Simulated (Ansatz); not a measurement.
Job for Ansatz (a first-principles code): R-PBE/def2-TZVPP on H2OZn (SMILES [OH][ZnH]), atoms moved off the minimum.

Ansatz 0.2 input:
```yaml
crystal:
  periodic: [false, false, false]
  atoms:
    - {symbol: Zn, position_ang: [-0.34120869, -0.10141708, 0.17543592]}
    - {symbol: H, position_ang: [-1.76878336, -0.77229359, 0.06630593]}
    - {symbol: O, position_ang: [1.04874432, 0.35908696, 0.14189438]}
    - {symbol: H, position_ang: [1.55980344, 1.33806300, 0.11739397]}
basis:
  gaussian:
    orbitals: def2-TZVPP
hamiltonian:
  xc: {name: PBE}
scf: {lower_state_search: off}
output: {forces: true}
```

It printed:

```
WARN ansatz: RAYON_NUM_THREADS=1 ignored (pool sized by the plan → 1); use --threads N
Functional definition: PBE
these checks for a lower state are left out or cut short: stability, starts, cluster_reference, orbital_swaps, neighbouring_geometries, increment
integrals: 0.04 GiB planned
768 factors; their error is unknown
mean field: 0.32 GiB planned
mean field evaluation 1: about -50478.1779 eV, gradient 9.3e1 eV
mean field evaluation 2: about -50380.8409 eV, gradient 2.4e2 eV
mean field evaluation 4: about -50487.4646 eV, gradient 3.7e1 eV
mean field evaluation 8: about -50488.7677 eV, gradient 5.7e-2 eV
mean field evaluation 16: about -50488.7586 eV, gradient 1.1e-4 eV
mean field -50488.75860001 eV, -1855.4276560408 hartree, gradient 3.6e-6 eV, S^2 0.000000; 0 other end points of the search recorded, 0 dependent functions left out
the calculation of the forces begins
reference -50488.75863964 eV, -1855.4276574969 hartree; 20, 20 occupied and 103, 103 virtual orbitals, 768 factors
Total energy: -50488.75863964 eV, -1855.4276574969 hartree
Atom 0 at    -0.341209    -0.101417     0.175436 Å, force   -16.332735    -5.558421     0.058919 eV/Å
Atom 1 at    -1.768783    -0.772294     0.066306 Å, force     0.792529     0.371569     0.192811 eV/Å
Atom 2 at     1.048744     0.359087     0.141894 Å, force    17.602769     9.244303    -0.384686 eV/Å
Atom 3 at     1.559803     1.338063     0.117394 Å, force    -2.062562    -4.057452     0.132955 eV/Å
Dipole moment:     0.150047     0.316443     0.021233 e Å
Checks for a lower state left out: stability, starts, cluster_reference, orbital_swaps, neighbouring_geometries, increment
```

The calculation finished and met its thresholds.

Cost: around 2.1 core-seconds (rough).
